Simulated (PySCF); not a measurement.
A PySCF script (with the pyscf-properties extension) for the NMR shieldings of `[BH3-][N@+]1(C)CC[C@H]1C1CC1`, C7H16BN, on a GFN2-xTB geometry:

```python
import basis_set_exchange as bse
import numpy as np
from pyscf import gto, dft
from pyscf.prop import nmr

atoms = """
B    -1.624121    1.412078    0.862085
N    -1.040011   -0.014521    0.340779
C    -1.438570   -0.233037   -1.038946
C    -1.361119   -1.168920    1.212085
C     0.115642   -1.550636    1.306296
C     0.421028   -0.213922    0.616365
C     1.363281   -0.216211   -0.549856
C     1.768600    1.094678   -1.162135
C     2.756113    0.313477   -0.356497
H    -2.812267    1.332278    0.780784
H    -1.254950    1.532969    1.993234
H    -1.162512    2.246689    0.144129
H    -1.015413    0.549071   -1.664203
H    -2.523515   -0.168491   -1.096418
H    -1.115320   -1.210673   -1.404333
H    -1.792222   -0.823951    2.149287
H    -2.027760   -1.896816    0.749826
H     0.518608   -1.672439    2.307847
H     0.385400   -2.418621    0.706071
H     0.722417    0.557825    1.326393
H     1.260932   -1.062298   -1.219372
H     1.897857    1.141217   -2.232730
H     1.354155    1.992705   -0.730839
H     3.564370   -0.183295   -0.871237
H     3.028444    0.684989    0.619212
"""
names = dict.fromkeys(["B", "N", "C", "H"], "pcSseg-1")
basis = {el: gto.basis.parse(bse.get_basis(n, elements=[el], fmt="nwchem")) for el, n in names.items()}
mol = gto.M(atom=atoms, basis=basis, charge=0, verbose=0)
mf = dft.RKS(mol, xc="PBE0")
mf.grids.level = 2
mf.grids.alignment = dft.numint.BLKSIZE   # the property module wants whole blocks of grid points
mf.conv_tol = 1e-9
mf.kernel()

calc = nmr.RKS(mf)   # GIAO
C = mf.mo_coeff
Co = C[:, mf.mo_occ > 0]
resp = mf.gen_response(singlet=True, hermi=2)
def vind(x):   # induced exchange potential for any number of trial vectors
    d = np.einsum("pi,xij,qj->xpq", C, 2 * x.reshape(-1, C.shape[1], Co.shape[1]), Co, optimize=True)
    return np.einsum("xpq,pi,qj->xij", resp(d - d.transpose(0, 2, 1)), C, Co, optimize=True).ravel()
mo1, _ = nmr.rhf.solve_mo1(calc, with_cphf=vind)
sigma = calc.kernel(mo1)
for i, s in enumerate(sigma):   # ppm
    print("%2d %-2s %9.2f" % (i, mol.atom_pure_symbol(i), np.trace(s) / 3))
```

Task: What does it print?

Result: 
```
 0 B     113.06
 1 N     199.28
 2 C     141.60
 3 C     128.76
 4 C     164.24
 5 C     112.86
 6 C     171.53
 7 C     182.11
 8 C     180.70
 9 H      29.75
10 H      29.72
11 H      29.76
12 H      28.75
13 H      29.04
14 H      29.19
15 H      27.78
16 H      28.77
17 H      29.41
18 H      29.64
19 H      28.44
20 H      31.00
21 H      31.14
22 H      30.76
23 H      31.09
24 H      31.51
```

These numbers come from an equivalent density-fitted implementation of the same equations, which agrees with the script to about 0.01 ppm for H and up to a few tenths of a ppm for heavy atoms, so last digits may differ.

Size and cost of the density-fitted run: 233 basis functions, 2 min wall time on 1 thread of an Arm Neoverse N1, shared host; peak memory 1 GiB.
